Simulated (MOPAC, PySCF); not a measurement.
C2H5B, SMILES `C1BC1`, neutral singlet in the gas phase. 

Cartesian coordinates (Å):
```xyz
8

B      0.7282     0.6909    -0.0241
C     -0.7556     0.3499     0.0370
C      0.3087    -0.7739    -0.0222
H      1.5840     1.5029    -0.0525
H     -1.3840     0.4951    -0.8365
H     -1.3052     0.4748     0.9651
H      0.4513    -1.3799     0.8674
H      0.3726    -1.3597    -0.9342
```
Charge 0, spin multiplicity 1.

All levels are single points at this geometry (B3LYP-D3(BJ)/def2-TZVP); Pople sets use spherical d functions. Orbital energies aren't observables, and empty levels follow the basis.

```tsv
level	HOMO (eV)	LUMO (eV)	gap (eV)	dipole (D)	vertical IE, Delta-SCF (eV)
B3LYP-D3(BJ)/def2-TZVP in PySCF	-7.23	-1.51	5.72	0.20	–
B3LYP/3-21G in PySCF	-7.08	-1.21	5.87	0.34	–
B3LYP/6-311+G** in PySCF	-7.24	-1.54	5.70	0.19	–
BP86/6-31G* in PySCF	-5.88	-2.01	3.87	0.40	–
PBE/6-31G* in PySCF	-5.78	-1.94	3.84	0.41	9.58
HF/STO-3G in PySCF	-9.21	6.62	15.84	0.17	–
AM1 in MOPAC	-10.00	1.38	11.38	0.76	–
PM3 in MOPAC	-11.30	0.41	11.71	0.43	–
PM7 in MOPAC	-10.36	-0.58	9.78	0.53	–
```
